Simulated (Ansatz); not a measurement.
```csv
atom,x (Å),y (Å),z (Å)
O,0.0000,0.0000,0.6038
O,0.0000,0.0000,-0.6038
```

Basis set: cc-pVDZ (spherical functions). Correlated methods keep 2 orbitals frozen. Correlation on ROHF uses semicanonical orbitals with singles. Charge 0, multiplicity 3.

Computed with Ansatz (development build ahead of 0.2.0); the reference of a correlated method needn't be the lowest determinant of its kind.

Problem. Give the atomization energy at this shape (free ground-state atoms in the same class of orbitals less the molecule, no zero-point energy) of triplet O₂ by UHF-CCSD(T), UHF-CCSD, ROHF-CCSD.

Solution.

```tsv
method	atomization energy
UHF-CCSD(T)	435.4 kJ/mol
UHF-CCSD	413.8 kJ/mol
ROHF-CCSD	411.1 kJ/mol
```

Caution: the reference determinant was not shown to be the lowest.
